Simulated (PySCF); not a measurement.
Constitutional and geometric isomers with formula C3H5N. Gas-phase values, no solvent. One relaxed conformer stands for each flexible species; it need not be the lowest. Strings in code marks are SMILES.

The S1–T1 gap (TDA) from two functionals at the same geometries (PBE0-D4/def2-TZVP), both in PySCF: PBE-D3(BJ)/def2-TZVP and PBE0-D4/def2-TZVP. Excitations are Tamm–Dancoff values on a coarser integration grid. The basis has no diffuse functions, so Rydberg states are missing or too high.

```
species                               PBE0-D4/def2-TZVP (eV)
------------------------------------  ----------------------
`C=C=NC`                                                0.51
`[H]/N=C\C=C` (C–C–C–N torsion 180°)                    1.18
`C1=CNC1`                                               2.15
`C#CNC`                                                 0.37
`N=C1CC1`                                               0.81
`NC1C=C1`                                               0.69
```

Problem. What does PBE-D3(BJ)/def2-TZVP give for each?

Solution. 
- `C=C=NC`: 0.47
- `[H]/N=C\C=C` (C–C–C–N torsion 180°): 0.67
- `C1=CNC1`: 1.58
- `C#CNC`: 0.26
- `N=C1CC1`: 0.76
- `NC1C=C1`: 0.41
Over these rows, drawn at random from the members with no instability flagged (it was tested for open shells, ions and some series alone), PBE minus PBE0-D4: mean -0.26 eV, from -0.57 eV to -0.04 eV.
